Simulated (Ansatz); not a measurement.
Input file for Ansatz (an electronic-structure program): U-wB97X-V/def2-TZVPP on FISi (SMILES F[Si]I), a point of a bond scan (R = 1.288 Å). Elements past Kr take the def2 small-core potentials; no spin–orbit coupling.

Ansatz 0.2 input:
```yaml
crystal:
  periodic: [false, false, false]
  atoms:
    - {symbol: Si, position_ang: [0.72542197, 1.01948837, 1.18893518]}
    - {symbol: F, position_ang: [1.07382553, 1.93487289, 0.35259555]}
    - {symbol: I, position_ang: [-0.38875935, -0.63672280, -0.33842808]}
basis:
  gaussian:
    orbitals: def2-TZVPP
hamiltonian:
  xc: {name: wB97X-V}
magnetization: {spin_polarized: true, initial_magnetization: 0}
```

It printed:

```
WARN ansatz: RAYON_NUM_THREADS=1 ignored (pool sized by the plan → 1); use --threads N
Functional definition: wB97X-V
integrals: 0.06 GiB planned
836 factors; their error is unknown
integrals: 0.09 GiB planned
151 factors; integrals over basis functions are off by at most 7.8e-5 eV
mean field: 0.78 GiB planned
mean field evaluation 1: about -18691.1803 eV, gradient 2.4e1 eV
mean field evaluation 2: about -18691.4026 eV, gradient 2.5e1 eV
mean field evaluation 4: about -18692.8285 eV, gradient 5.9e-1 eV
mean field evaluation 8: about -18693.0259 eV, gradient 6.8e-2 eV
mean field evaluation 16: about -18693.0259 eV, gradient 5.6e-5 eV
mean field -18693.02589210 eV, -686.9560309468 hartree, gradient 5.6e-5 eV, S^2 0.000000; 0 other end points of the search recorded, 0 dependent functions left out
reference -18693.02589070 eV, -686.9560308951 hartree; 24, 24 occupied and 99, 99 virtual orbitals, 836 factors
Total energy: -18693.02589070 eV, -686.9560308951 hartree
```

Self-consistency was reached.

Cost: roughly 6 core-seconds.
